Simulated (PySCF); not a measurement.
C₂H₆N₂Si, SMILES C#C[SiH](N)N. Coordinates come from a r2SCAN-D4/def2-SVP optimisation. This is a generated structure with no PubChem entry under its InChIKey; it may be hypothetical. The values are those of a single conformer.

Method: PySCF with r2SCAN-D4/def2-SVP.

Harmonic wavenumbers (cm⁻¹): 125, 159, 216, 260, 333, 362, 379, 403, 442, 594, 708, 716, 753, 772, 815, 889, 897, 957, 1531, 1539, 2126, 2198, 3458, 3573, 3582, 3677, 3688. Rotational constants (GHz): 6.211, 2.773, 2.123; symmetry number 1.

Q: Work out the zero-point energy and the ideal-gas rigid-rotor harmonic-oscillator thermochemistry at 298.15 K and 1 atm.

A: ZPE = ½ Σ hcν = ½ × 35151 cm⁻¹ = 50.25 kcal/mol. H − E(el) = 55.61 kcal/mol. Entropy in cal/(mol K): translation 39.27, rotation 26.58, vibration 16.56, total 82.41. G − E(el) = 31.04 kcal/mol. Cp = 29.15 cal/(mol K). Modes under 150 cm⁻¹ make the vibrational entropy uncertain.
